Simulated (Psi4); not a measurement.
Level of theory: SAPT0/jun-cc-pVDZ, frozen core (Psi4).

Psi4 input:

```
molecule {
0 1
C -0.48854169 0.00088764 -0.00564749
C 0.96570128 -0.00169169 0.01109478
N 2.11499213 -0.00384288 0.02444481
H -0.85744898 -0.75422574 -0.70004468
H -0.87592424 -0.21821376 0.98954477
H -0.85877849 0.97708643 -0.31939219
--
1 1
O 4.54282878 0.08684729 0.00338342
H 4.93290229 0.26748904 0.88534634
H 3.56228285 0.05327911 0.01040741
H 4.95555098 -0.67521650 -0.45658454
units angstrom
symmetry c1
no_reorient
no_com
}
set basis jun-cc-pvdz
set scf_type df
set freeze_core true
energy('sapt0')
```

Part of the output:

```
    SAPT Results
  --------------------------------------------------------------------------------------------------------
    Electrostatics                -67.25060414 [mEh]     -42.20039121 [kcal/mol]    -176.56643684 [kJ/mol]
      Elst10,r                    -67.25060414 [mEh]     -42.20039121 [kcal/mol]    -176.56643684 [kJ/mol]

    Exchange                       59.90571500 [mEh]      37.59140370 [kcal/mol]     157.28243306 [kJ/mol]
      Exch10                       59.90571500 [mEh]      37.59140370 [kcal/mol]     157.28243306 [kJ/mol]
      Exch10(S^2)                  58.02545416 [mEh]      36.41152221 [kcal/mol]     152.34580891 [kJ/mol]

    Induction                     -48.06874760 [mEh]     -30.16359451 [kcal/mol]    -126.20447944 [kJ/mol]
      Ind20,r                     -52.15312199 [mEh]     -32.72657814 [kcal/mol]    -136.92800292 [kJ/mol]
      Exch-Ind20,r                 18.47682806 [mEh]      11.59438465 [kcal/mol]      48.51090539 [kJ/mol]
      delta HF,r (2)              -14.39245367 [mEh]      -9.03140103 [kcal/mol]     -37.78738191 [kJ/mol]

    Dispersion                     -7.93917913 [mEh]      -4.98191012 [kcal/mol]     -20.84431194 [kJ/mol]
      Disp20                       -9.50143629 [mEh]      -5.96224128 [kcal/mol]     -24.94601753 [kJ/mol]
      Exch-Disp20                   1.56225715 [mEh]       0.98033116 [kcal/mol]       4.10170559 [kJ/mol]
      Disp20 (SS)                  -4.75071814 [mEh]      -2.98112064 [kcal/mol]     -12.47300877 [kJ/mol]
      Disp20 (OS)                  -4.75071814 [mEh]      -2.98112064 [kcal/mol]     -12.47300877 [kJ/mol]
      Exch-Disp20 (SS)              1.01564200 [mEh]       0.63732498 [kcal/mol]       2.66656770 [kJ/mol]
      Exch-Disp20 (OS)              0.54661515 [mEh]       0.34300619 [kcal/mol]       1.43513789 [kJ/mol]

  Total HF                        -55.41363674 [mEh]     -34.77258203 [kcal/mol]    -145.48848322 [kJ/mol]
  Total SAPT0                     -63.35281587 [mEh]     -39.75449215 [kcal/mol]    -166.33279516 [kJ/mol]
```
